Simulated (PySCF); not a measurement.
Mg(Br)(SMe) (CH3BrMgS), SMILES C[S][Mg][Br].

The structure is a stationary point at PBE0-D3(BJ)/def2-SVP. The structure was generated by enumeration; whether it is a known compound was not checked. One conformer was computed; it need not be the lowest.

Method: CAM-B3LYP/def2-TZVP run with PySCF.

Symmetry labels are those of the subgroup Cs that the program uses (full group Cs).

Computed valence orbital energies around the gap with their symmetry:
| orbital | symmetry | energy (eV) |
|---|---|---|
| HOMO−7 | A' | -13.61 |
| HOMO−6 | A" | -13.56 |
| HOMO−5 | A' | -11.62 |
| HOMO−4 | A' | -10.81 |
| HOMO−3 | A' | -9.59 |
| HOMO−2 | A" | -9.59 |
| HOMO−1 | A' | -8.96 |
| HOMO | A" | -8.10 |
| LUMO | A' | -0.83 |
| LUMO+1 | A' | 0.04 |
| LUMO+2 | A" | 0.52 |
| LUMO+3 | A' | 2.15 |
